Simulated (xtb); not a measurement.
A run for xtb: GFN2-xTB on HfIn, 2S+1 = 4, a spin state set in the input, which need not be the lowest, a point of a bond scan (R = 2.712 Å).

```
$ xtb mol.xyz --gfn 2 --sp --chrg 0 --uhf 3
2

Hf     0.00000000     0.00000000     0.00000000
In     0.00000000     0.00000000     2.71219900
```

Output:

```
[...]
           -------------------------------------------------
          |                Calculation Setup                |
           -------------------------------------------------



           -------------------------------------------------
          |                 G F N 2 - x T B                 |
           -------------------------------------------------

        Reference                      10.1021/acs.jctc.8b01176
      * Hamiltonian:
        H0-scaling (s, p, d)           1.850000    2.230000    2.230000
        zeta-weighting                 0.500000
      * Dispersion:
        s8                             2.700000
        a1                             0.520000
        a2                             5.000000
        s9                             5.000000
      * Repulsion:
        kExp                           1.500000    1.000000
        rExp                           1.000000
      * Coulomb:
        alpha                          2.000000
        third order                    shell-resolved
        anisotropic                    true
        a3                             3.000000
        a5                             4.000000
        cn-shift                       1.200000
        cn-exp                         4.000000
        max-rad                        5.000000


          ...................................................
          :                      SETUP                      :
          :.................................................:
          :  # basis functions                  20          :
          :  # atomic orbitals                  18          :
          :  # shells                            6          :
          :  # electrons                         7          :
          :  max. iterations                   250          :
          :  Hamiltonian                  GFN2-xTB          :
          :  restarted?                      false          :
          :  GBSA solvation                  false          :
          :  PC potential                    false          :
          :  electronic temp.          300.0000000     K    :
          :  accuracy                    1.0000000          :
          :  -> integral cutoff          0.2500000E+02      :
          :  -> integral neglect         0.1000000E-07      :
          :  -> SCF convergence          0.1000000E-05 Eh   :
          :  -> wf. convergence          0.1000000E-03 e    :
          :  Broyden damping             0.4000000          :
          :  net charge                          0          :
          :  unpaired electrons                  3          :
          ...................................................

 iter      E             dE          RMSdq      gap      omega  full diag
   1     -2.1205354 -0.212054E+01  0.574E+01    0.00       0.0  T
   2     -2.1304831 -0.994771E-02  0.382E+01    0.13       1.0  T
   3     -2.4327881 -0.302305E+00  0.304E+01    0.06       1.0  T
   4     -2.5572310 -0.124443E+00  0.262E+01    0.18       1.0  T
   5     -2.0152282  0.542003E+00  0.281E+01    0.10       1.0  T
   6     -2.5629900 -0.547762E+00  0.691E+00    0.14       1.0  T
   7     -2.5631082 -0.118250E-03  0.621E+00    0.14       1.0  T
   8     -2.5678104 -0.470217E-02  0.500E+00    0.14       1.0  T
   9     -2.5679983 -0.187923E-03  0.495E+00    0.14       1.0  T
  10     -2.5698097 -0.181139E-02  0.422E+00    0.14       1.0  T
  11     -2.5726458 -0.283604E-02  0.241E+00    0.13       1.0  T
  12     -2.5735216 -0.875812E-03  0.170E+00    0.13       1.0  T
  13     -2.5737627 -0.241087E-03  0.144E+00    0.13       1.0  T
  14     -2.5741227 -0.360000E-03  0.894E-01    0.13       1.0  T
  15     -2.5743167 -0.194042E-03  0.367E-01    0.13       1.0  T
  16     -2.5743475 -0.308300E-04  0.139E-01    0.13       1.0  T
  17     -2.5743520 -0.442610E-05  0.472E-02    0.13       1.5  T
  18     -2.5743525 -0.501111E-06  0.168E-02    0.13       4.2  T
  19     -2.5743525 -0.633947E-07  0.118E-03    0.13      60.0  T
  20     -2.5743525 -0.124670E-09  0.592E-05    0.13    1194.1  T
  21     -2.5743525 -0.937028E-13  0.303E-05    0.13    2337.1  T

   *** convergence criteria satisfied after 21 iterations ***

         #    Occupation            Energy/Eh            Energy/eV
      -------------------------------------------------------------
         1        2.0000           -0.5583098             -15.1924
         2        2.0000           -0.3670507              -9.9880
         3        0.9530           -0.2712965              -7.3824
         4        0.9412           -0.2710721              -7.3762
         5        0.9412           -0.2710721              -7.3762 (HOMO)
         6        0.0823           -0.2661472              -7.2422 (LUMO)
         7        0.0823           -0.2661472              -7.2422
         8                         -0.2226066              -6.0574
         9                         -0.2226066              -6.0574
        10                         -0.1757658              -4.7828
       ...                                ...                  ...
        18                          1.2270477              33.3897
      -------------------------------------------------------------
                  HL-Gap            0.0049249 Eh            0.1340 eV
             Fermi-level           -0.2938057 Eh           -7.9949 eV

 SCC (total)                   0 d,  0 h,  0 min,  0.004 sec
 SCC setup                      ...        0 min,  0.000 sec (  2.987%)
 Dispersion                     ...        0 min,  0.000 sec (  0.669%)
 classical contributions        ...        0 min,  0.000 sec (  0.353%)
 integral evaluation            ...        0 min,  0.001 sec ( 15.785%)
 iterations                     ...        0 min,  0.003 sec ( 62.537%)
 molecular gradient             ...        0 min,  0.001 sec ( 15.158%)
 printout                       ...        0 min,  0.000 sec (  2.160%)

         :::::::::::::::::::::::::::::::::::::::::::::::::::::
         ::                     SUMMARY                     ::
         :::::::::::::::::::::::::::::::::::::::::::::::::::::
         :: total energy              -2.564573699625 Eh    ::
         :: gradient norm              0.042602704837 Eh/a0 ::
         :: HOMO-LUMO gap              0.134014560724 eV    ::
         ::.................................................::
         :: SCC energy                -2.574352515559 Eh    ::
         :: -> isotropic ES           -0.014325128145 Eh    ::
         :: -> anisotropic ES          0.001682803735 Eh    ::
         :: -> anisotropic XC         -0.002628880686 Eh    ::
         :: -> dispersion             -0.001147775326 Eh    ::
         :: repulsion energy           0.009778815934 Eh    ::
         :: add. restraining           0.000000000000 Eh    ::
         :: total charge               0.000000000000 e     ::
         :::::::::::::::::::::::::::::::::::::::::::::::::::::

           -------------------------------------------------
          |                Property Printout                |
           -------------------------------------------------

    * Orbital Energies and Occupations

         #    Occupation            Energy/Eh            Energy/eV
      -------------------------------------------------------------
         1        2.0000           -0.5583098             -15.1924
         2        2.0000           -0.3670507              -9.9880
         3        0.9530           -0.2712965              -7.3824
         4        0.9412           -0.2710721              -7.3762
         5        0.9412           -0.2710721              -7.3762 (HOMO)
         6        0.0823           -0.2661472              -7.2422 (LUMO)
         7        0.0823           -0.2661472              -7.2422
Note: The following floating-point exceptions are signalling: IEEE_DENORMAL
normal termination of xtb
         8                         -0.2226066              -6.0574
         9                         -0.2226066              -6.0574
        10                         -0.1757658              -4.7828
        11                         -0.0789380              -2.1480
        12                         -0.0789380              -2.1480
        13                         -0.0765126              -2.0820
        14                         -0.0765126              -2.0820
        15                          0.1646796               4.4812
        16                          0.2481347               6.7521
       ...                                ...                  ...
        18                          1.2270477              33.3897
      -------------------------------------------------------------
                  HL-Gap            0.0049249 Eh            0.1340 eV
             Fermi-level           -0.2938057 Eh           -7.9949 eV

     #   Z          covCN         q      C6AA      α(0)
     1  72 Hf       0.906    -0.447  1050.217    89.048
     2  49 In       0.906     0.447   509.955    59.222

 Mol. C6AA /au·bohr⁶  :       3021.520410
 Mol. C8AA /au·bohr⁸  :     540231.996631
 Mol. α(0) /au        :        148.269213


Wiberg/Mayer (AO) data.
largest (>0.10) Wiberg bond orders for each atom

 ---------------------------------------------------------------------------
     #   Z sym  total        # sym  WBO       # sym  WBO       # sym  WBO
 ---------------------------------------------------------------------------
     1  72 Hf   1.005 --     2 In   1.005
     2  49 In   1.005 --     1 Hf   1.005
 ---------------------------------------------------------------------------

Topologies differ in total number of bonds
Writing topology from bond orders to xtbtopo.mol

molecular dipole:
                 x           y           z       tot (Debye)
 q only:        0.000       0.000       2.289
   full:        0.000      -0.000       2.439       6.200
molecular quadrupole (traceless):
                xx          xy          yy          xz          yz          zz
 q only:       -5.866       0.000      -5.866       0.000       0.000      11.733
  q+dip:       -8.145       0.000      -8.145      -0.000      -0.000      16.290
   full:       -3.626       0.000      -3.626       0.000      -0.000       7.252


           -------------------------------------------------
          | TOTAL ENERGY               -2.564573699625 Eh   |
          | GRADIENT NORM               0.042602704837 Eh/α |
          | HOMO-LUMO GAP               0.134014560724 eV   |
           -------------------------------------------------

------------------------------------------------------------------------
------------------------------------------------------------------------
 total:
 SCF:
```

The run finished.

Cost: around 0.04 core-seconds (rough).
